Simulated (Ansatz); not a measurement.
CH4BGeI (`[I][GeH]1[BH][CH2]1`), relaxed with RKS PBE-D4/def2-SVP in the Gaussian-basis code of Ansatz from a rough embedded geometry. The force threshold is 0.03 eV/Å; the program also tests the step.

Charge 0, multiplicity 1. I: def2 effective core potential.

Start:

```xyz
8

I     0.863    1.811    2.212
Ge   -0.413    0.981    0.263
B     0.820   -0.482   -0.651
C    -0.526   -0.847    0.001
H    -0.881    1.937   -0.874
H     1.787   -0.784   -1.298
H    -1.314   -1.212   -0.627
H    -0.337   -1.403    0.974
```

Q: By how much does the energy fall, and how many steps does the optimiser take? (Estimate.)

A: Computed: 136.59 kJ/mol, in 17 steps.

Q: Which bonds change most? (An estimate is asked.)

A: Ansatz gave: Ge2–B3 from 2.121 to 1.989 Å; B3–C4 from 1.539 to 1.467 Å; I1–Ge2 from 2.473 to 2.538 Å; C4–H7 from 1.072 to 1.106 Å.

Q: Give the relaxed structure. (Estimate.)

A: Ansatz gave: 
```xyz
8

I     1.109    2.600    1.863
Ge    0.112    1.232   -0.028
B     0.803   -0.551   -0.577
C    -0.505   -1.156   -0.301
H    -1.390    1.657   -0.072
H     1.954   -0.911   -0.550
H    -1.498   -0.700   -0.474
H    -0.585   -2.171    0.138
```
